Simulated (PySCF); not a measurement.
Correlation energy of Ne²⁺ (neon, charge +2)

[He] 2s2 2p3 3s1, high-spin 5S determinant (an excited configuration). Calculation: PySCF 2.14, in dyall-acv3z (15s9p4d2f, 76 functions); no relativity, point nucleus. Frozen: 1s2; 6 electrons correlated; the 18 highest virtual orbitals of each spin left out.

```json
{"level": "CCSD", "correlation energy (mhartree)": "-135.19"}
{"level": "(T)", "correlation energy (mhartree)": "-1.67"}
{"level": "CCSD(T)", "correlation energy (mhartree)": "-136.86"}
```

Diagnostics: T1 = 0.0054, D1 = 0.0175, largest double amplitude 0.039.

Question: Is a single reference adequate?

Answer: Yes: T1 lies below 0.03 and no double amplitude reaches 0.07.
